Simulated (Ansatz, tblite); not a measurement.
Cost and result up the ladder for the cluster Al4H7⁻ (11 atoms). The state is a singlet with charge -1. Geometry: PBE0-D4/def2-SVPD.

Cartesian coordinates in Å:
```
Al -0.412 0.013 -0.293
Al 3.328 0.031 3.058
Al 1.370 -0.283 1.397
Al -2.329 -0.331 -2.074
H -0.211 0.745 1.234
H -1.535 -0.405 -3.485
H 3.135 -0.015 1.274
H -3.236 1.004 -1.899
H 1.302 0.214 -0.366
H -3.087 -1.701 -1.660
H 1.676 0.729 2.814
```

Ansatz on 4 threads of Arm Neoverse N1 on a shared host; xTB runs through tblite on one thread. Times are rough, summed over both states, and most runs start from the orbitals of an earlier one. PBE0-D4/def2-TZVPD serves as the yardstick here, not as an exact answer. The other state is a doublet.

The xTB rows come from tblite. The structure comes from a short search, and lower isomers may exist.

Raw xTB energies of ions are shifted by several eV.

```
               level  functions  wall time  vertical IE (eV)  difference from PBE0-D4/def2-TZVPD (eV)                                  remarks
            GFN1-xTB         50    0.023 s              7.25                                     3.83                                        –
            GFN2-xTB         43    0.026 s              5.83                                     2.41                                        –
   PBE-D4/def2-TZVPD        235       14 s              3.45                                     0.03                                        –
  PBE0-D4/def2-TZVPD        235       23 s              3.41                                     0.00                                        –
r2SCAN-D4/def2-TZVPD        235       34 s              3.40                                    -0.01  spin-contaminated (⟨S²⟩ 0.83) (doublet)
```
